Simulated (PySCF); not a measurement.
CHF₂, SMILES F[CH]F (connectivity only; charge and spin as stated), charge +1, multiplicity 1.

The structure is a stationary point at B3LYP-D3(BJ)/def2-TZVP. The spin state was assumed, not searched. The isomer is the one that the SMILES or the coordinates give; other isomers of the formula were not compared.

Computed with B3LYP-D3(BJ)/def2-TZVP run with PySCF.

Harmonic, unscaled wavenumbers; measured fundamentals usually lie a few per cent lower.

Q: Give all harmonic wavenumbers and intensities. (Estimate from the structure and the level; the computed values follow.)

A: 
```tsv
mode	ν (cm⁻¹)	IR (km/mol)	Raman (Å⁴/amu)	depolarisation	moving atoms (share of kinetic energy)
1	668	31.1	1.4	0.57	F 78 %, C 20 %
2	1083	0.4	0.3	0.75	H 59 %, C 37 %
3	1315	58.5	3.2	0.75	H 89 %, F 11 %
4	1387	126.1	6.5	0.06	F 47 %, C 47 %
5	1633	348.1	0.7	0.75	C 71 %, F 24 %
6	3129	34.5	34.3	0.19	H 90 %, C 10 %
```
